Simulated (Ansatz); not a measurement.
Relaxation of C3H11AlOSi (17 atoms, charge 0, multiplicity 1), to a largest force component of 0.015 eV/Å in at most 40 steps.

Method: RKS PBE/STO-3G in Ansatz 0.2.0.

```xyz
17
Properties=species:S:1:pos:R:3:forces:R:3
Al -1.812 -1.296 -2.248 -2.09 0.81 -0.30
C -0.054 -0.905 -1.514 -1.12 0.12 -2.27
O -0.167 -0.928 -0.120 0.27 -0.32 3.43
C 1.167 -0.513 0.469 -3.85 -0.53 2.25
C 1.078 0.965 0.783 -0.73 1.36 0.79
Si -0.280 1.417 2.024 -0.45 0.15 0.09
H -2.077 -2.515 -3.198 0.26 0.75 0.66
H -3.029 -0.251 -1.916 1.54 -1.40 -0.41
H 0.634 -1.683 -1.841 1.20 -0.43 -0.79
H 0.276 0.095 -1.866 0.45 0.17 -0.59
H 1.969 -0.757 -0.143 2.68 -0.83 -2.19
H 1.256 -1.086 1.431 0.14 0.06 -0.27
H 2.002 1.285 1.232 1.25 0.48 0.28
H 0.902 1.580 -0.106 0.20 0.00 -0.56
H -1.591 1.060 1.445 0.38 0.28 0.34
H -0.218 2.873 2.347 -0.07 -0.82 -0.25
H -0.075 0.658 3.261 -0.08 0.15 -0.19
```

Q: Where does it end, and by what steps?

A: The run converged. The force dipped under the threshold on the way, but the program's further checks kept it going. Limits of this set-up: minimal basis. After 34 steps the energy has fallen by 0.794 eV; H8 moved furthest, 2.00 Å.

| step | energy less start (eV) | largest force component (eV/Å) | accepted |
| --- | --- | --- | --- |
| 0 | 0.0000 | 3.845 | yes |
| 2 | -0.7075 | 0.545 | yes |
| 4 | -0.7332 | 0.252 | yes |
| 6 | -0.7427 | 0.214 | no |
| 8 | -0.7520 | 0.046 | yes |
| 10 | -0.7566 | 0.080 | yes |
| 12 | -0.7600 | 0.078 | yes |
| 14 | -0.7613 | 0.028 | yes |
| 16 | -0.7630 | 0.148 | yes |
| 18 | -0.7670 | 0.150 | yes |
| 20 | -0.7744 | 0.158 | yes |
| 22 | -0.7827 | 0.308 | yes |
| 24 | -0.7887 | 0.015 | yes |
| 26 | -0.7903 | 0.065 | yes |
| 28 | -0.7911 | 0.166 | yes |
| 30 | -0.7937 | 0.010 | yes |
| 32 | -0.7941 | 0.021 | yes |
| 34 | -0.7942 | 0.011 | yes |

```xyz
17
Properties=species:S:1:pos:R:3
Al -1.902 -1.415 -2.138
C -0.245 -0.760 -1.367
O -0.170 -1.131 0.070
C 1.133 -0.679 0.611
C 1.251 0.875 0.837
Si -0.270 1.600 1.695
H -2.132 -1.158 -3.611
H -2.921 -2.147 -1.294
H 0.641 -1.170 -1.922
H -0.170 0.351 -1.502
H 1.985 -1.025 -0.033
H 1.224 -1.191 1.599
H 2.155 1.062 1.447
H 1.415 1.380 -0.134
H -1.422 1.594 0.807
H -0.003 2.978 2.082
H -0.589 0.837 2.892
```

Time of the run: 2.1 min on 1 thread of AMD EPYC 7R43 64-Core Processor (Zen 3), with other jobs on the host, peak memory 0.18 GiB.
